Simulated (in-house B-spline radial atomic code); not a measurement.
PBE excitations of the oxygen ion O⁶⁺

Method: PBE. Computed with a B-spline radial code for spherical atoms: linear response of the closed shell 1s2 with the functional's adiabatic kernel; non-relativistic, point nucleus, no spin-orbit coupling, no double excitations, S, P, D and F terms only.

Command:
```bash
python run_td.py task.json out
```
Settings (radii: box in bohr, nucleus in fm):
```
Z                        8
electrons                2
configuration            1s2
hamiltonian              nr
method                   pbe,pbe
box_radius               14.35
intervals                47
```

Time taken, with all properties: 1 thread of Intel(R) Xeon(R) Platinum 8488C (Sapphire Rapids) (shared host).

The lowest states, in the order of their Tamm-Dancoff energies; the method's threshold (minus the highest occupied level) is 691.74 eV. Labels give the largest channel, * marks a mixed state, and oscillator strengths are full-response dipole values. Semilocal kernels can invert the small singlet-triplet splittings of Rydberg terms. Energies in eV:

```csv
state,full response,Tamm-Dancoff,oscillator strength
1s → 2s 3S,543.34,543.36,-
1s → 2s 1S,550.67,550.78,-
1s → 2p 3P,552.02,552.05,-
1s → 2p 1P,556.98,557.01,0.626
1s → 3s 3S,630.79,630.79,-
1s → 3s 1S,632.54,632.57,-
1s → 3p 3P,?,?,-
1s → 3p 1P,634.70,634.71,0.124
1s → 3d 3D,635.90,635.90,-
1s → 3d 1D,635.94,635.94,-
1s → 4s 3S,658.49,658.49,-
1s → 4s 1S,659.18,659.19,-
1s → 4p 3P,659.60,659.60,-
1s → 4p 1P,?,?,?
1s → 4d 3D,660.49,660.49,-
1s → 4d 1D,660.51,660.51,-
1s → 4f 3F,661.06,661.06,-
1s → 4f 1F,661.06,661.06,-
```

**Question.** Where does 1s → 4p 1P lie?

**Answer.** At 660.09 eV in full response, 660.09 eV in Tamm-Dancoff, oscillator strength 0.0469.

**Question.** Where does 1s → 3p 3P lie?

**Answer.** At 633.48 eV in full response, 633.48 eV in Tamm-Dancoff.

**Question.** How large is the singlet-triplet splitting of 1s → 2s (S terms) in Tamm-Dancoff?

**Answer.** 7.41 eV, from the unrounded values.

**Question.** What polarisabilities and dispersion coefficient does the method give?

**Answer.** Dipole 0.002721 bohr³, quadrupole 0.000173 bohr⁵, C6 0.0001345 hartree·bohr⁶ for two such species.
